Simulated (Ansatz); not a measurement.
A structure relaxed at r2SCAN-D4/def2-SVP in Ansatz, charge 0, singlet:

```xyz
17

S    -2.097   -2.801    1.878
Zn   -0.483   -2.837    0.399
Zn   -2.331   -0.841    0.900
S    -0.269    0.411    0.863
S    -0.036   -2.345   -1.807
Zn    1.221   -0.717   -0.737
Zn    1.317   -0.381    2.324
S     3.030    0.759    3.149
S     2.639    1.120   -1.124
Zn    3.074    1.222    1.047
S    -3.410    0.196   -0.878
Zn   -1.525   -0.625   -1.912
Zn   -2.202    2.116   -0.778
S    -0.903    3.838   -0.570
Zn    0.574    2.214   -0.917
Cl    1.856   -2.418    1.156
Cl   -0.454    1.089   -2.993
```

Question: Give its formula.

Answer: Zn8S7Cl2.

Question: Summarise the bond lengths by kind (pairs closer than 1.2 times the sum of covalent radii, bridged metal pairs left out).

Answer: 19 × S–Zn 2.15 to 2.67 Å; 5 × Cl–Zn 2.29 to 2.62 Å.

Single mean-field runs in def2-SVP are fitted with def2-universal-jkfit.
